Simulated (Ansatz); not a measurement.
B₂H₇NSSi, 12 atoms. Charge 0, multiplicity 1. The bonds changed during the relaxation, so this is another structure than the one it started from. All runs use 4 threads of a server CPU on a shared host. Correlated methods freeze the cores.

Task: How many basis functions does each run have, and how long does it take in Ansatz? RKS PBE-QIDH (frozen core)/def2-TZVPP energy; RKS PBE0-D4/def2-QZVPP energy; RHF-MP2/def2-QZVPP energy; direct RPA on PBE orbitals/def2-TZVPP energy; RKS PBE-D4/def2-TZVPP energy and forces; RKS ωB97M-V/def2-SVP energy; RKS PBE0-D4/def2-TZVP relaxation (12 steps); RKS PBE0-D4/def2-SVP energy; RKS B2PLYP (frozen core)/def2-TZVPP energy; RKS LC-ωPBE/def2-TZVPP energy; RKS PBE0-D4/def2-TZVP frequencies; RHF-CCSD(T)/def2-TZVPP energy. (Best estimate.)

Result: Ansatz gave: Other jobs shared the machine, so times are rough.

```json
{"level": "RKS PBE0-D4/def2-SVP", "job": "energy", "functions": "113", "wall time": "1.2 s", "peak host memory (GiB)": "0.25"}
{"level": "RKS PBE-D4/def2-TZVPP", "job": "energy and forces", "functions": "275", "wall time": "3.3 s", "peak host memory (GiB)": "0.38"}
{"level": "RKS LC-ωPBE/def2-TZVPP", "job": "energy", "functions": "275", "wall time": "3.5 s", "peak host memory (GiB)": "0.58"}
{"level": "RKS ωB97M-V/def2-SVP", "job": "energy", "functions": "113", "wall time": "5.5 s", "peak host memory (GiB)": "0.35"}
{"level": "direct RPA on PBE orbitals/def2-TZVPP", "job": "energy", "functions": "275", "wall time": "6.5 s", "peak host memory (GiB)": "0.72"}
{"level": "RKS B2PLYP (frozen core)/def2-TZVPP", "job": "energy", "functions": "275", "wall time": "7.5 s", "peak host memory (GiB)": "0.76"}
{"level": "RKS PBE-QIDH (frozen core)/def2-TZVPP", "job": "energy", "functions": "275", "wall time": "7.5 s", "peak host memory (GiB)": "0.78"}
{"level": "RKS PBE0-D4/def2-QZVPP", "job": "energy", "functions": "521", "wall time": "11 s", "peak host memory (GiB)": "2.1"}
{"level": "RHF-MP2/def2-QZVPP", "job": "energy", "functions": "521", "wall time": "32 s", "peak host memory (GiB)": "3.9"}
{"level": "RKS PBE0-D4/def2-TZVP", "job": "relaxation (12 steps)", "functions": "209", "wall time": "49 s", "peak host memory (GiB)": "0.57"}
{"level": "RKS PBE0-D4/def2-TZVP", "job": "frequencies", "functions": "209", "wall time": "3 min", "peak host memory (GiB)": "0.58"}
{"level": "RHF-CCSD(T)/def2-TZVPP", "job": "energy", "functions": "275", "wall time": "3.2 min", "peak host memory (GiB)": "7.1"}
```

LC-ωPBE has ω = 0.4 bohr⁻¹.
